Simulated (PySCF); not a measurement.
## Ta⁴⁶⁺ (tantalum, charge +46) across methods

[Ar] 3d9, 2D determinant. Computed with PySCF 2.14 in an uncontracted even-tempered set (18 s from 9.6 bohr⁻², ratio 2.5; 13 p from 12 bohr⁻², ratio 2.5; 8 d from 12 bohr⁻², ratio 2.5; 4 f from 54 bohr⁻², ratio 2.7; 3 g from 81 bohr⁻², ratio 2.7), with the spin-free X2C one-electron Hamiltonian (Gaussian nucleus).

```
method   E (hartree)  mean ε 3p β (eV)  mean ε 3d α (eV)  mean ε 3d β (eV)  Σ⟨r²⟩ (bohr²)   ⟨S²⟩
   LDA     -14051.09           -4454.7           -3985.8           -3979.5         0.7470  0.750
   PBE     -14061.73           -4456.4           -3986.4           -3980.4         0.7467  0.750
 TPSSh     -14061.89           -4467.2           -3993.6           -3987.3         0.7466  0.750
r2SCAN     -14062.29           -4467.4           -3992.9           -3986.3         0.7462  0.750
  PBE0     -14061.73           -4477.9           -4004.5           -3997.9         0.7464  0.750
   UHF  -14060.20959           -4540.2           -4056.5           -4048.2         0.7459  0.750
   M06     -14062.58           -4480.6           -4006.9           -3999.7         0.7460  0.750
```

Spin-orbit coupling, absent here, splits the open shell strongly.
